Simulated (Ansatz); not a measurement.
A series at Si: from `N#C[SiH](C#N)C#N`, ligands are replaced one by one, each step taking up H₂ and setting free `C#N`; n counts the steps. Ansatz, PBE0-D4/def2-TZVP geometries.

```
n            molecule  HOMO energy, ωB97M-V/def2-TZVPP (eV)
0  `N#C[SiH](C#N)C#N`                                     ?
1      `N#C[SiH2]C#N`                                -12.58
2         `N#C[SiH3]`                                -12.15
3                SiH₄                                -12.14
```

Question: By hand: fit a straight line y = ȳ + b (n − n̄) to the 3 given rows and predict n = 0.

Answer: n̄ = 2.000, ȳ = -12.290; Σ(n − n̄)(y − ȳ) = 0.440, Σ(n − n̄)² = 2.000, so b = 0.220 eV a step. Prediction: -12.290 + (0.220) × (-2.000) = -12.73 eV.

Question: By hand: compare with the computed value, -13.23 eV, and give the steps along the whole series.

Answer: The line misses by -0.50 eV (computed minus predicted). Steps: 0.65, 0.43, 0.01 eV.

The steps shrink at each stage, from 0.65 to 0.01 eV, so the series is curved and an end member is harder to predict than an inner one. The highest orbital can change its character along such a series. The miss is 45.9 % of the series' range.
